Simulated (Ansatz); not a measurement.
Input for Ansatz (a first-principles code): R-SVWN5/def2-TZVPP on H5PSn (SMILES [PH2][SnH3]), a point of a torsion scan. Elements past Kr take the def2 small-core potentials; no spin–orbit coupling.

Ansatz 0.2 input:
```yaml
crystal:
  periodic: [false, false, false]
  atoms:
    - {symbol: P, position_ang: [1.56889283, -0.55232623, 0.28065980]}
    - {symbol: Sn, position_ang: [-0.83223662, 0.05596887, 0.13494340]}
    - {symbol: H, position_ang: [1.99561606, 0.75910352, 0.38778529]}
    - {symbol: H, position_ang: [1.74147431, -0.55341402, -1.09254659]}
    - {symbol: H, position_ang: [-1.19345131, 1.63509267, -0.31810958]}
    - {symbol: H, position_ang: [-1.67112628, -0.91905959, -0.93647940]}
    - {symbol: H, position_ang: [-1.58502722, -0.15475070, 1.61075420]}
basis:
  gaussian:
    orbitals: def2-TZVPP
hamiltonian:
  xc: {name: SVWN5}
scf: {lower_state_search: off}
```

Output:

```
WARN ansatz: RAYON_NUM_THREADS=1 ignored (pool sized by the plan → 1); use --threads N
Functional definition: SVWN5
these checks for a lower state are left out or cut short: stability, starts, cluster_reference, orbital_swaps, neighbouring_geometries, increment
integrals: 0.07 GiB planned
970 factors; their error is unknown
mean field: 0.51 GiB planned
mean field evaluation 1: about -15155.0657 eV, gradient 2.5e1 eV
mean field evaluation 2: about -15155.4152 eV, gradient 2.5e1 eV
mean field evaluation 4: about -15156.8681 eV, gradient 1.7e0 eV
mean field evaluation 8: about -15156.8612 eV, gradient 2.4e-2 eV
mean field evaluation 16: about -15156.8612 eV, gradient 3.9e-6 eV
mean field -15156.86124920 eV, -557.0043772185 hartree, gradient 3.9e-6 eV, S^2 0.000000; 0 other end points of the search recorded, 0 dependent functions left out
reference -15156.86129621 eV, -557.0043789462 hartree; 21, 21 occupied and 141, 141 virtual orbitals, 970 factors
Total energy: -15156.86129621 eV, -557.0043789462 hartree
Checks for a lower state left out: stability, starts, cluster_reference, orbital_swaps, neighbouring_geometries, increment
```

The calculation finished and met its thresholds.

Cost: around 0.9 core-seconds (rough).
